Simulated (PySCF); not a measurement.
**Stretching HfO⁺**

Set-up: basis Hf def2-TZVPPD with ECP60, O def2-TZVPPD; scalar-relativistic core potentials; PySCF 2.14. Energies in eV from Hf⁺ (5d1 6s2) + O in their ground configurations at the same level. State: ²Σ⁺ (doublet), unpaired electrons σ ↑.

```
R (Å)  UHF-CCSD
1.523    -5.610
1.591    -6.404
1.641    -6.702
1.692    -6.801
1.743    -6.743
1.810    -6.479
1.895    -5.936
1.997    -5.137
```

Task: Put a parabola through the three lowest points of the UHF-CCSD curve and estimate Re, k and ωe (reduced mass 14.69 u; 1 eV/Å² = 0.16022 mdyn/Å; ωe = 1302.8·√(k/μ) cm⁻¹).

Result: Through R = 1.641, 1.692, 1.743 Å the second-order coefficient is 30.2 eV/Å², so Re ≈ 1.699 Å, k ≈ 9.67 mdyn/Å and ωe ≈ 1057 cm⁻¹. A polynomial fit of higher order to the unrounded UHF-CCSD energies gives Re = 1.697 Å, k = 9.55 mdyn/Å, ωe = 1050 cm⁻¹; anharmonicity and rounding make the difference.

The higher-order fit for each curve: UHF-CCSD: Re = 1.697 Å, ωe = 1050 cm⁻¹, De = 6.80 eV.

Correlated steps freeze 1 core orbital. These are scalar-relativistic numbers at best; spin–orbit coupling would shift them, the dissociation energy most. For an ion De counts to the pair picked by the measured ionisation energies or electron affinities, which need not be the lowest pair at this level. The state is the lowest single determinant that the PBE0 search found; with open d or f shells the true ground state can be another one.
